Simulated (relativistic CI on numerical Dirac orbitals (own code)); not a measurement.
# Sensitivity of the levels of Ta⁺ to α and to the nuclear radius

Calculated at this level of theory: Dirac-Coulomb-Breit CI, orbitals from a KLI potential per configuration, valence Slater integrals scaled by 0.85, P86 correlation energy added to each configuration, derivatives by finite differences, QED left out (own radial code, finite nucleus).

Configuration list (outside the closed core [Xe] 4f14): 5d³6s, 5d²6s², 5d⁴, 5d³6p, 5d6s²6p, 5d²6s6p, 5d6s6p², 5d³6d. Levels of other configurations are missing.

With x = (α/α₀)² − 1 an excitation energy changes as ω = ω₀ + qx; K = 2q/ω₀ is the relative enhancement. Terms are leading LS components, so labels can repeat. The field-shift factor is F = δν/δ⟨r²⟩ for the transition from the lowest level.

Lowest level 5d³6s ⁵F1.

| Level | ω₀ (cm⁻¹) | q (cm⁻¹) | F (GHz/fm²) |
| --- | --- | --- | --- |
| 5d³6s ⁵F2 | 874.3 | 720.7 | 0.224 |
| 5d³6s ⁵F3 | 2164.3 | 1868 | 0.545 |
| 5d³6s ⁵F4 | 3698.8 | 3058 | 0.878 |
| 5d³6s ³P0 | 4596.4 | -2004 | 4.41 |
| 5d³6s ⁵F5 | 5343.5 | 4162 | 1.09 |
| 5d³6s ³P1 | 5553.7 | -2157 | 5.94 |
| 5d³6s ³P2 | 5999.7 | -8659 | 13.7 |
| 5d²6s² ³F2 | 6823.4 | -11540 | 18 |
| 5d²6s² ³F3 | 9119.5 | -10340 | 19 |
| 5d³6s ⁵P1 | 10188.2 | 2758 | -0.248 |
| 5d³6s ⁵P2 | 10667.6 | 714.7 | 2.33 |
| 5d²6s² ³F4 | 11237.6 | -3540 | 11 |
| 5d³6s ⁵P3 | 11714.3 | 2848 | 1.41 |
| 5d⁴ ⁵D0 | 11877.9 | 20550 | -27.6 |
| 5d³6s ⁵P2 | 11960.0 | 4194 | -0.252 |
| 5d⁴ ⁵D1 | 12266.6 | 20840 | -27.2 |
| 5d³6s ³G3 | 12798.4 | 2911 | -1.28 |
| 5d⁴ ⁵D2 | 12909.4 | 21090 | -26.8 |
| 5d³6s ³G4 | 13489.1 | 2295 | 0.776 |
| 5d⁴ ⁵D3 | 13833.7 | 23260 | -29 |
| 5d³6s ³G5 | 14499.6 | 4747 | -2.01 |
| 5d³6s ¹G4 | 14675.2 | -617.9 | 4.49 |
| 5d³6s ³F2 | 15068.0 | 2192 | 1.94 |

Correlation outside the listed configurations is missing or only estimated: errors of thousands of cm⁻¹ between configurations and terms are usual at this charge. Rates and lifetimes follow the computed energies and can be off by large factors. The fine structure of a lone outer electron comes out too small, for d and f at times inverted, and misplaced configurations move strength between like terms.

Q: Which transition from the lowest level has the largest |K|?

A: 5d⁴ ⁵D0 at 11877.9 cm⁻¹, K = 3.46.
